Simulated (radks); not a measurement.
Sn, 50 electrons, occupied as [Kr] 4d10 5s1.5 5p2 5d0.5 (fractional occupations, a model configuration).

All-electron calculation, Dirac Kohn-Sham, B86b exchange with PBE correlation, spin-unpolarised, spherical densities, finite nucleus; open shells are shared between the two j in proportion to 2j + 1; Fermi nuclear charge, rms radius 4.6519 fm. Program: a radial shooting solver on a logarithmic mesh with Libxc functionals.

Energy parts (hartree):
total: -6179.33396
kinetic: 6506.33850
electron-nucleus: -14993.15182
Hartree: 2473.30926
exchange-correlation: -165.82990

Orbitals (lengths in bohr, moments of r in powers of bohr; <r^-3> diverges for s and p1/2):
| orbital | occ. | eigenvalue (hartree) | <r^-3> | small-component weight |
|---|---|---|---|---|
| 1s1/2 | 2 | -1065.736 | - | 3.37e-02 |
| 2s1/2 | 2 | -160.9429 | - | 7.14e-03 |
| 2p1/2 | 2 | -150.3433 | - | 7.16e-03 |
| 2p3/2 | 4 | -141.8656 | 4302 | 6.84e-03 |
| 3s1/2 | 2 | -31.15910 | - | 2.06e-03 |
| 3p1/2 | 2 | -26.85261 | - | 2.01e-03 |
| 3p3/2 | 4 | -25.30461 | 800.7 | 1.92e-03 |
| 3d3/2 | 4 | -17.69386 | 125.8 | 1.80e-03 |
| 3d5/2 | 6 | -17.37437 | 117.4 | 1.78e-03 |
| 4s1/2 | 2 | -5.04044 | - | 5.56e-04 |
| 4p1/2 | 2 | -3.60891 | - | 4.95e-04 |
| 4p3/2 | 4 | -3.33077 | 143.8 | 4.68e-04 |
| 4d3/2 | 4 | -1.09219 | 15.51 | 3.23e-04 |
| 4d5/2 | 6 | -1.05381 | 14.30 | 3.15e-04 |
| 5s1/2 | 1.5 | -0.48582 | - | 7.54e-05 |
| 5p1/2 | 0.666667 | -0.23138 | - | 4.63e-05 |
| 5p3/2 | 1.33333 | -0.21227 | 9.770 | 4.25e-05 |
| 6s1/2 | 0 | -0.05235 | - | 7.30e-06 |
| 6p1/2 | 0 | -0.02745 | - | 2.43e-06 |
| 6p3/2 | 0 | -0.02668 | 0.3953 | 2.29e-06 |
| 5d3/2 | 0.2 | -0.01604 | 0.03932 | 2.02e-06 |
| 5d5/2 | 0.3 | -0.01595 | 0.03610 | 1.97e-06 |

The highest occupied level is 5d5/2 at -0.434 eV. The configuration is held as typed, so some empty levels lie below it. The electron density at the nucleus is 1.912e+05 e/bohr^3.
